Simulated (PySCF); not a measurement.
## UHF on Mn⁺ (manganese, charge +1)

Configuration: [Ar] 3d5 4s1, high-spin 7S determinant. Computed with PySCF 2.14 in jorge-DZP-DKH (8s6p2d1f, 43 functions), with the spin-free X2C one-electron Hamiltonian (Gaussian nucleus).

```json
{
 "Total energy": "-1156.923097 hartree",
 "One-electron energy": "-1587.3484 hartree",
 "Hartree (Coulomb) energy": "481.8152 hartree",
 "Exchange energy": "-51.3899 hartree",
 "⟨S²⟩": "12.0003",
 "⟨L²⟩": "0.000",
 "Sum of ⟨r⟩": "17.78 bohr",
 "Sum of ⟨r²⟩": "25.38 bohr²",
 "Langevin diamagnetic susceptibility": "-20.1 ×10⁻⁶ cm³/mol",
 "Time after the integrals": "0.19 s of wall time on 1 thread of Intel(R) Xeon(R) Platinum 8375C CPU @ 2.90GHz (shared host)"
}
```

| shell | electrons | mean orbital energy (eV) | rms radius, mean of both spins (bohr) |
| --- | --- | --- | --- |
| 1s α | 1 | -6607.7 | 0.0704 |
| 1s β | 1 | -6607.7 | 0.0704 |
| 2s α | 1 | -813.55 | 0.302 |
| 2s β | 1 | -810.38 | 0.302 |
| 2p α | 3 | -687.51 | 0.273 |
| 2p β | 3 | -684.57 | 0.273 |
| 3s α | 1 | -119.06 | 0.916 |
| 3s β | 1 | -107.39 | 0.916 |
| 3p α | 3 | -82.396 | 0.987 |
| 3p β | 3 | -68.492 | 0.987 |
| 3d α | 5 | -23.929 | 1.23 |
| 4s α | 1 | -14.673 | 3.11 |

Densities and radii are taken from the X2C orbitals without a picture-change correction, which distorts them close to the nucleus.
